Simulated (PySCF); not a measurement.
A structure optimised at PBE-D3(BJ)/def2-SVP, used in a PySCF frequency run:

```
B
N 1 1.3951
H 2 1.0205 1 122.40
H 2 1.0205 3 115.20 1 180.00
Br 1 1.9352 2 119.94 3 180.00
Br 1 1.9352 2 119.94 3 0.00
```
Charge 0, spin multiplicity 1.

Q: Write its SMILES, formula and point group.

A: NB(Br)Br, BBr2H2N, C2v

Q: What are its rotational constants (standard atomic weights)?

A: 5.4841, 1.1210, 0.93072 GHz
